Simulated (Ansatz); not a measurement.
Ansatz results at the PBE0-D4/def2-TZVP geometry: zero-point energy (PBE0-D4/def2-TZVP) 203.9 kJ/mol; LUMO energy (PBE0/def2-TZVPP) -2.37 eV; HOMO–LUMO gap (PBE/def2-TZVPP) 3.31 eV.

Question: Which molecule gave them?
A. `F[SiH]1[CH2][AlH]1`
B. `BC(B)=C=C`
C. `CBC1=CB1`
D. `[F][SnH2][AsH2]`

Answer: B. The others give `[F][SnH2][AsH2]`: 81.9, -0.90, 5.05; `CBC1=CB1`: 214.8, -0.81, 4.68; `F[SiH]1[CH2][AlH]1`: 112.8, -2.00, 2.56.
